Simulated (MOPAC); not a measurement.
MOPAC input (MNDO):

```
MNDO 1SCF UHF MS=0.5 GEO-OK AUX(PRECISION=9) THREADS=1
H3BNO2

N    -0.67484500 1    1.25095100 1    0.44456500 1
B    -0.01690600 1    0.03098500 1    0.01229600 1
O    -0.81760900 1   -1.03859500 1   -0.29849000 1
O     1.35474800 1    0.01878700 1    0.02378000 1
H    -0.89663000 1    1.92863300 1   -0.28392400 1
H    -0.36344900 1   -1.86044300 1   -0.50427000 1
H     1.77141100 1   -0.82131200 1   -0.18756200 1
```

Output:

```
 *******************************************************************************
 **                                                                           **
 **                              MOPAC v23.2.5                                **
 **                                                                           **
 *******************************************************************************
 ** MOPAC's Digital Object Identifier: https://doi.org/10.5281/zenodo.6511958 **
 **                                                                           **
 ** Please cite the open-source release paper for use of this MOPAC version:  **
 ** J. E. Moussa and J. J. P. Stewart (2026)                                  **
 ** MOPAC: An open-source semiempirical molecular orbital program             **
 ** J. Open Source Softw., 11(119), 8025, https://doi.org/10.21105/joss.08025 **
 *******************************************************************************

                              MNDO CALCULATION RESULTS

 *******************************************************************************
 *  MNDO       - The MNDO Hamiltonian to be used
 *  GEO-OK     - OVERRIDE INTERATOMIC DISTANCE AND OTHER SAFETY CHECKS
 *  UHF        - UNRESTRICTED HARTREE-FOCK CALCULATION
 *  MS=        - IN MECI, MAGNETIC COMPONENT OF SPIN =  0.5
 *  1SCF       - DO 1 SCF AND THEN STOP
 *  AUX        - OUTPUT AUXILIARY INFORMATION
 *******************************************************************************
MNDO 1SCF UHF MS=0.5 GEO-OK AUX(PRECISION=9) THREADS=1
 H3BNO2

   ATOM   CHEMICAL          X               Y               Z
  NUMBER   SYMBOL      (ANGSTROMS)     (ANGSTROMS)     (ANGSTROMS)

     1       N         -0.67484500  *   1.25095100  *   0.44456500  *
     2       B         -0.01690600  *   0.03098500  *   0.01229600  *
     3       O         -0.81760900  *  -1.03859500  *  -0.29849000  *
     4       O          1.35474800  *   0.01878700  *   0.02378000  *
     5       H         -0.89663000  *   1.92863300  *  -0.28392400  *
     6       H         -0.36344900  *  -1.86044300  *  -0.50427000  *
     7       H          1.77141100  *  -0.82131200  *  -0.18756200  *

          CARTESIAN COORDINATES

    NO.       ATOM           X           Y           Z

     1         N         -0.6748      1.2510      0.4446
     2         B         -0.0169      0.0310      0.0123
     3         O         -0.8176     -1.0386     -0.2985
     4         O          1.3547      0.0188      0.0238
     5         H         -0.8966      1.9286     -0.2839
     6         H         -0.3634     -1.8604     -0.5043
     7         H          1.7714     -0.8213     -0.1876

  H: (MNDO): M.J.S. DEWAR, W. THIEL, J. AM. CHEM. SOC., 99, 4899, (1977)
  B: (MNDO): M.J.S. DEWAR, M.L. MCKEE, J. AM. CHEM. SOC., 99, 5231, (1977)
  N: (MNDO): M.J.S. DEWAR, W. THIEL, J. AM. CHEM. SOC., 99, 4899, (1977)
  O: (MNDO): M.J.S. DEWAR, W. THIEL, J. AM. CHEM. SOC., 99, 4899, (1977)

           Empirical Formula: H3 N O2 B  =     7 atoms

      MOLECULAR POINT GROUP   :   Cs

          UHF CALCULATION, NO. OF ALPHA ELECTRONS =   12
                           NO. OF BETA  ELECTRONS =   11

 -------------------------------------------------------------------------------
 MNDO 1SCF UHF MS=0.5 GEO-OK AUX(PRECISION=9) THREADS=1
 H3BNO2

     1SCF WAS SPECIFIED, SO BFGS WAS NOT USED
     SCF FIELD WAS ACHIEVED

                              MNDO CALCULATION
                                                       MOPAC v23.2.5 Linux

          FINAL HEAT OF FORMATION =       -128.61621 KCAL/MOL =    -538.13024 KJ/MOL

          COSMO AREA              =         89.56 SQUARE ANGSTROMS
          COSMO VOLUME            =         70.82 CUBIC ANGSTROMS

          IONIZATION POTENTIAL    =         11.273311 EV
          ALPHA SOMO LUMO (EV)    =        -11.926  2.063
          BETA  SOMO LUMO (EV)    =        -11.273  0.480
          NO. OF ALPHA ELECTRONS  =         12
          NO. OF BETA  ELECTRONS  =         11
          MOLECULAR WEIGHT        =         59.8392         POINT GROUP:  Cs

          MOLECULAR DIMENSIONS (Angstroms)

            Atom       Atom       Distance
            H     6    H     5     3.83274
            H     7    O     3     2.59677
            H     5    N     1     0.76109

          SCF CALCULATIONS        =          1

   ATOM   CHEMICAL          X               Y               Z
  NUMBER   SYMBOL      (ANGSTROMS)     (ANGSTROMS)     (ANGSTROMS)

     1       N         -0.67484500  *   1.25095100  *   0.44456500  *
     2       B         -0.01690600  *   0.03098500  *   0.01229600  *
     3       O         -0.81760900  *  -1.03859500  *  -0.29849000  *
     4       O          1.35474800  *   0.01878700  *   0.02378000  *
     5       H         -0.89663000  *   1.92863300  *  -0.28392400  *
     6       H         -0.36344900  *  -1.86044300  *  -0.50427000  *
     7       H          1.77141100  *  -0.82131200  *  -0.18756200  *

                             CARTESIAN COORDINATES

   1    N       -0.674845000     1.250951000     0.444565000
   2    B       -0.016906000     0.030985000     0.012296000
   3    O       -0.817609000    -1.038595000    -0.298490000
   4    O        1.354748000     0.018787000     0.023780000
   5    H       -0.896630000     1.928633000    -0.283924000
   6    H       -0.363449000    -1.860443000    -0.504270000
   7    H        1.771411000    -0.821312000    -0.187562000

           Empirical Formula: H3 N O2 B  =     7 atoms

      MOLECULAR POINT GROUP   :   Cs

          ALPHA EIGENVALUES
 -42.60118 -40.78873 -32.80770 -21.42303 -20.49622 -17.13300 -16.07084 -14.84161
 -13.61154 -12.62200 -12.14140 -11.92580   2.06267   2.22706   4.30201   4.98076
   5.25049   7.04952   8.47319

           BETA EIGENVALUES
 -42.54473 -40.72600 -30.56190 -21.18923 -20.38590 -16.86018 -15.96766 -14.74496
 -13.44166 -12.61383 -11.27331   0.48037   2.13869   2.50919   4.47506   5.18518
   5.53644   7.37592   8.63885

              NET ATOMIC CHARGES AND DIPOLE CONTRIBUTIONS

  ATOM NO.   TYPE          CHARGE      No. of ELECS.   s-Pop       p-Pop
    1          N          -0.115008        5.1150     1.73317     3.38184
    2          B           0.096147        2.9039     1.09274     1.81111
    3          O          -0.251325        6.2513     1.77450     4.47682
    4          O          -0.251325        6.2513     1.77450     4.47682
    5          H           0.126798        0.8732     0.87320
    6          H           0.197356        0.8026     0.80264
    7          H           0.197356        0.8026     0.80264
 DIPOLE           X         Y         Z       TOTAL
 POINT-CHG.     0.505    -0.813    -0.737     1.208
 HYBRID         0.751    -1.191    -1.153     1.820
 SUM            1.256    -2.005    -1.890     3.028

          ATOMIC ORBITAL ELECTRON POPULATIONS

     Atom    s        px        py        pz
    1  N   1.73317   1.01628   1.03717   1.32839
    2  B   1.09274   0.65463   0.70871   0.44778
    3  O   1.77450   1.51342   1.18485   1.77855
    4  O   1.77450   1.28340   1.39417   1.79925
    5  H   0.87320
    6  H   0.80264
    7  H   0.80264

                    (SZ)    =    0.500000
                    (S**2)  =    0.754392

          ATOMIC ORBITAL SPIN POPULATIONS

    Atom   Total    s     px     py     pz
         Atomic
    1  N  1.0483  0.031  0.778  0.212  0.027
    2  B -0.0476 -0.015 -0.008 -0.017 -0.008
    3  O  0.0162  0.001  0.009  0.006 -0.000
    4  O  0.0162  0.001  0.014  0.002 -0.001
    5  H -0.0326 -0.033
    6  H -0.0002 -0.000
    7  H -0.0002 -0.000

 **********************
 *                    *
 * JOB ENDED NORMALLY *
 *                    *
 **********************

 == MOPAC DONE ==
```

The geometry given is a B3LYP-D3(BJ)/def2-TZVP minimum.
